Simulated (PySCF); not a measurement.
Input file for PySCF: R-MP2/6-31G* on CH6GaN (SMILES C[NH][GaH2]), a point of a torsion scan.

```python
from pyscf import gto, scf, dft, mp
from pyscf.data.elements import chemcore

mol = gto.M(
    atom='''
    C    -1.22972926    0.32233183    0.23825875
    N    -0.26076092   -0.72134532   -0.12546027
    Ga    0.73179257   -0.87369705   -1.64876371
    H    -2.02964808    0.34115884   -0.50468479
    H    -0.78433688    1.32076065    0.30074678
    H    -1.68625486    0.09018204    1.20257307
    H     0.16399877   -1.11181629    0.71261729
    H     1.81991883   -1.98172200   -1.64819740
    H     0.42260932   -0.04141278   -2.92575984
    ''',
    basis='6-31g*',
    cart=True,
    charge=0, spin=0, verbose=3, max_memory=1800)
mf = scf.RHF(mol)
mf.conv_tol = 1e-8
mf.max_cycle = 100
mf.kernel()
if not mf.converged:
    mf = mf.newton().run(mf.mo_coeff, mf.mo_occ)
pt = mp.MP2(mf, frozen=chemcore(mol)).run()
```

Output:

```
converged SCF energy = -2018.7558085172
E(RMP2) = -2019.30117713342  E_corr = -0.545368616223653
E(SCS-RMP2) = -2019.27867160124  E_corr = -0.522863084036921
```

The run converged.

Cost: around 1.6 core-seconds (rough).
